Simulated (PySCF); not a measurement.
Species: 3-bromoselenophene, C4H3BrSe, charge 0, multiplicity 1. 
Geometry from a B3LYP-D3(BJ)/def2-TZVP (Ansatz) optimisation:
SMILES: Brc1cc[se]c1
```xyz
9

Br    -1.3883    -1.8357    -0.5993
C     -0.1652    -0.4504    -0.1493
C      1.2458    -0.6547    -0.2359
C      1.9793     0.4292     0.1191
Se     0.8978     1.8714     0.6176
C     -0.5739     0.7720     0.2668
H      1.6777    -1.5914    -0.5562
H      3.0532     0.5153     0.1344
H     -1.5835     1.1210     0.3969
```

Dispersion corrections to the total energy (kcal/mol) from the dftd3 and dftd4 libraries through PySCF: D3(BJ) without and D4 with the three-body term, each with the damping fitted for the functional named.

```csv
functional,D3(BJ),D4
HF,-55.29,-26.09
TPSSh,-8.52,-9.11
B2GP-PLYP,-5.82,…
revPBE,-17.25,-21.82
r2SCAN,…,-1.73
LC-wPBE,…,-8.37
BP86,-12.44,-10.29
```

Task: Some entries are withheld; supply them.

Result: 
- B2GP-PLYP, D4: -3.17
- r2SCAN, D3(BJ): -1.95
- LC-wPBE, D3(BJ): -7.19
